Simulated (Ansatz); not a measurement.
An input meant for Au₄F₃⁺ (charge 1, singlet; atoms displaced at random, 0.03 Å in each coordinate).

```yaml
crystal:
  periodic: [false, false, false]
  atoms:
    - {symbol: Au, position_ang: [1.073916, -0.811725, -1.380422]}
    - {symbol: Au, position_ang: [-1.088288, 1.599010, 1.293331]}
    - {symbol: Au, position_ang: [-1.138288, 1.599010, 0.993331]}
    - {symbol: Au, position_ang: [-0.500097, -1.055284, 1.490085]}
    - {symbol: F, position_ang: [0.611986, -2.144457, 0.159956]}
    - {symbol: F, position_ang: [1.500983, 0.471053, -2.746781]}
    - {symbol: F, position_ang: [-1.640129, 0.144167, 2.784945]}
basis:
  gaussian: {orbitals: def2-TZVP}
total_charge: 1
hamiltonian: {xc: {name: wPBEh}}
```

```sh
$ ansatz run in.yaml --threads 4 --pin off --events-out ev --progress --plain --max-ram 4787MiB
```

It prints (some lines left out):

```
Functional definition: wPBEh
2112 factors; their error is unknown
102 factors; integrals over basis functions are off by at most 3.2e-6 eV
mean field evaluation 1: about -12770.1184 eV, gradient 1.6e2 eV
mean field evaluation 2: about -11095.1221 eV, gradient 6.6e2 eV
mean field evaluation 4: about -12530.8003 eV, gradient 2.7e2 eV
mean field evaluation 8: about -12810.7222 eV, gradient 1.4e0 eV
mean field -12810.90688815 eV, -470.7921445951 hartree, gradient 2.1e-5 eV, S^2 0.000000; 0 other end points of the search recorded, 0 dependent functions left out
reference -12810.90694971 eV, -470.7921468571 hartree; 51, 51 occupied and 202, 202 virtual orbitals, 2112 factors
Total energy: -12810.90694971 eV, -470.7921468571 hartree
```

Something in this input is off. What?

One atom was put on top of another. Self-consistency was reached. The result belongs to that input, not to the species as meant. This restricted singlet of an open-shell metal wasn't tested against broken symmetry.
